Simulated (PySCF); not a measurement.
**Magnetic susceptibility: `C#C[C@H](F)C#[N+][AlH2-][CH3]`, C5H7AlFN**

Molfile (atoms numbered from 1):
```
C5H7AlFN
     RDKit          3D

 15 14  0  0  0  0  0  0  0  0999 V2000
   -2.6934   -1.2298   -2.1826 C   0  0  0  0  0  0  0  0  0  0  0  0
   -2.6289   -0.6759   -1.1246 C   0  0  0  0  0  0  0  0  0  0  0  0
   -2.5365    0.0493    0.1369 C   0  0  2  0  0  0  0  0  0  0  0  0
   -3.1638    1.2720    0.0685 F   0  0  0  0  0  0  0  0  0  0  0  0
   -1.1206    0.2126    0.4248 C   0  0  0  0  0  0  0  0  0  0  0  0
    0.0064    0.2960    0.6107 N   0  0  0  0  0  0  0  0  0  0  0  0
    1.8477    0.1076   -0.1814 Al  0  0  0  0  0  4  0  0  0  0  0  0
    3.0372   -0.3751    1.3430 C   0  0  0  0  0  0  0  0  0  0  0  0
   -2.7594   -1.7359   -3.1002 H   0  0  0  0  0  0  0  0  0  0  0  0
   -3.0232   -0.5142    0.9519 H   0  0  0  0  0  0  0  0  0  0  0  0
    1.3535   -1.0090   -1.1740 H   0  0  0  0  0  0  0  0  0  0  0  0
    1.7809    1.5470   -0.7858 H   0  0  0  0  0  0  0  0  0  0  0  0
    4.0037   -0.7658    1.0003 H   0  0  0  0  0  0  0  0  0  0  0  0
    3.2717    0.4755    1.9947 H   0  0  0  0  0  0  0  0  0  0  0  0
    2.6202   -1.1521    1.9960 H   0  0  0  0  0  0  0  0  0  0  0  0
  1  2  3  0
  2  3  1  0
  3  4  1  0
  3  5  1  0
  5  6  3  0
  6  7  1  0
  7  8  1  0
  1  9  1  0
  3 10  1  1
  7 11  1  0
  7 12  1  0
  8 13  1  0
  8 14  1  0
  8 15  1  0
M  CHG  2   6   1   7  -1
M  END
```

Level of theory: GIAO BHandHLYP/pcSseg-1 magnetisability, rotational g tensor and spin-rotation constants, non-relativistic, gas phase in PySCF 2.14.0. Geometry: GFN2-xTB.

What are the magnetisability and the molar susceptibility?

Isotropic -1300 × 10⁻³⁰ J/T², or -78.3 × 10⁻⁶ cm³/mol; principal values -1362, -1297, -1240 × 10⁻³⁰ J/T², anisotropy 106 × 10⁻³⁰ J/T² (root of half the summed squared differences of the principal values). The susceptibility is in cgs units.

Split it along the inertial axes a, b, c into diamagnetic and paramagnetic parts about the centre of mass, with the quadrupole moment.


| axis | χ (10⁻⁶ cm³/mol) | diamagnetic (10⁻⁶ cm³/mol) | paramagnetic (10⁻⁶ cm³/mol) | summed x² of all electrons (Å²) | quadrupole Θ (D Å) |
| --- | --- | --- | --- | --- | --- |
| a | -81.7 | -469.1 | 387.4 | 394.9 | -5.80 |
| b | -78.0 | -1805.5 | 1727.5 | 79.9 | +7.83 |
| c | -75.0 | -2013.9 | 1938.9 | 30.7 | -2.03 |

Anisotropies 2χaa − χbb − χcc = -10.3 and 2χbb − χaa − χcc = +0.7 × 10⁻⁶ cm³/mol. Θ is traceless in Buckingham's convention.

And the rotational g tensor?


| axis | rotational constant (GHz) | g | nuclear part | electronic part |
| --- | --- | --- | --- | --- |
| a | 3.2775 | -0.0231 | 0.5735 | -0.5966 |
| b | 0.6901 | -0.0086 | 0.5514 | -0.5600 |
| c | 0.6094 | -0.0068 | 0.5482 | -0.5551 |

Asymmetric top; isotopes 27Al, 12C, 19F, 1H, 14N; no vibrational averaging.
